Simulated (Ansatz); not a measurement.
Ansatz (a program for electronic structure) input:
A basis named .json is the Basis Set Exchange file of that set.

Ansatz 0.2 input:
```yaml
crystal:
  periodic: [false, false, false]
  atoms:
    - {symbol: C, position_ang: [0.58240357, -0.78592018, 0.41261046]}
    - {symbol: C, position_ang: [-0.80110020, -0.41460288, 0.65693758]}
    - {symbol: Cl, position_ang: [-1.63767238, 0.16900667, -0.90370451]}
    - {symbol: Cl, position_ang: [1.79932945, 0.40702807, 0.39008991]}
    - {symbol: H, position_ang: [0.86121799, -1.73769746, -0.01329177]}
    - {symbol: H, position_ang: [-0.90412970, 0.41499987, 1.34907487]}
    - {symbol: H, position_ang: [-1.39307878, -1.26675440, 0.97837705]}
basis:
  gaussian:
    orbitals: aug-cc-pV_D+d_Z.json
magnetization: {spin_polarized: true, initial_magnetization: 1}
correlation: {method: ccsd_t, electrons: outside_noble_gas}
output: {forces: true}
```

What final total energy does it print?

-997.10039 Eh (CCSD(T)/aug-cc-pV(D+d)Z). The basis has 137 functions.

It need not be the lowest isomer of its formula.
